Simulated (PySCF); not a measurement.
# How methods differ on the excitation energy of Bi

Bi [Xe] 4f14 5d10 6s2 6p3 (4S) → Bi [Xe] 4f14 5d10 6s1 6p3 7s1 (6S), as a difference of total energies. Calculation: PySCF 2.14, in aug-cc-pwCVDZ-PP with ECP60MDF (6s5p4d1f, 48 functions); scalar relativity through the core potential. Correlated levels: valence: 5s2 5p6 5d10 frozen. The calculations carry no spin-orbit coupling.

| method | excitation energy (cm⁻¹) |
| --- | --- |
| UHF | 91745 |
| MP2 (valence) | 97144 |
| SCS-MP2 (valence) | 99469 |
| CCSD (valence) | 98067 |
| CCSD(T) (valence) | 98196 |

Spin-orbit coupling is strong in these open shells (close to jj coupling). The scalar numbers leave it out and a first-order estimate fails, so it can dominate the gap to the real levels.

The upper state lies above the first ionisation limit. A Rydberg-like electron needs more diffuse functions than a valence basis has.

The promoted electron is Rydberg-like, and one or two diffuse shells describe it only roughly, which tends to raise the upper state.
